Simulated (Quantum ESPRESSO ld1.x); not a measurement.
Question: Valence configurations of Ta+ (all share [Xe]). Calculated with ld1.x of Quantum ESPRESSO 7.5: Dirac Kohn-Sham, LDA (Slater exchange, Perdew-Zunger correlation), spin-unpolarised, spherical densities, point nucleus; open shells are shared between the two j in proportion to 2j + 1. Order these by energy: 4f14 6s2 6p2; 4f14 5d3 6s1; 4f14 5d2 6s2; 4f13 5d2 6p3; 4f13 5d3 6s2; 4f13 5d3 6s1 6p1; 4f13 5d4 6s1; 4f13 5d2 6s2 6p1; 4f14 5d2 6s1 6p1; 4f14 5d2 6s1.5 6p0.5.

Answer: From the lowest, in eV above it: 4f14 5d2 6s2 0.000; 4f14 5d3 6s1 0.789; 4f14 5d2 6s1.5 6p0.5 2.715; 4f14 5d2 6s1 6p1 5.470; 4f14 6s2 6p2 13.557; 4f13 5d4 6s1 25.762; 4f13 5d3 6s2 25.943; 4f13 5d3 6s1 6p1 31.658; 4f13 5d2 6s2 6p1 33.132; 4f13 5d2 6p3 45.839. NIST lists [Xe] 4f14 5d3 6s1 as the ground configuration; this level of theory puts 4f14 5d2 6s2 lower, by 0.789 eV. The energies are those of spherical spin-averaged densities, not of single terms.
